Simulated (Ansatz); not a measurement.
The cluster Zr2S4⁻, relaxed as a doublet with UKS PBE0-D4/def2-SVPD in Ansatz, starting from the GFN1-xTB geometry. Force threshold 0.02 eV/Å.

In the def2 sets Zr takes a core potential; there is no spin–orbit coupling. The relaxation made no stability test and no search for a lower SCF solution. No other spin state of charge -1 was run. The structure comes from a short search, and lower isomers may exist.

Start:

```xyz
6

Zr    1.2977   -1.5258    0.1493
Zr   -0.6094    0.7168   -0.0700
S     0.5198   -0.2999    2.0294
S    -2.0710    2.4405   -0.2408
S     1.7463    0.4368   -1.1097
S    -0.8834   -1.7685   -0.7582
```

| step | energy (eV) | largest force component (eV/Å) | SCF passes |
| --- | --- | --- | --- |
| 1 | -45884.1700 | 1.409 | 23 |
| 2 (rejected) | -45884.0704 | 2.270 | 27 |
| 3 | -45884.3367 | 0.273 | 28 |
| 4 | -45884.3409 | 0.197 | 24 |
| 5 | -45884.3439 | 0.028 | 20 |
| 6 | -45884.3441 | 0.004 | 21 |

Force components are those of the run's own axes.

End:

```
atom   x (Å)   y (Å)   z (Å)
 Zr1   1.249  -1.469   0.144
 Zr2  -0.545   0.641  -0.063
  S3   0.496  -0.262   2.083
  S4  -2.010   2.367  -0.233
  S5   1.758   0.495  -1.146
  S6  -0.948  -1.772  -0.785
```

By distances, no bond broke or formed. The bond that changes most is Zr2–S6, from 2.59 to 2.55 Å (atoms count from 1).

No frequencies were taken in this run, so the end may be a saddle point.

It took 52 s on 4 threads of Arm Neoverse V1 on a shared host, peak host memory 0.7 GiB.
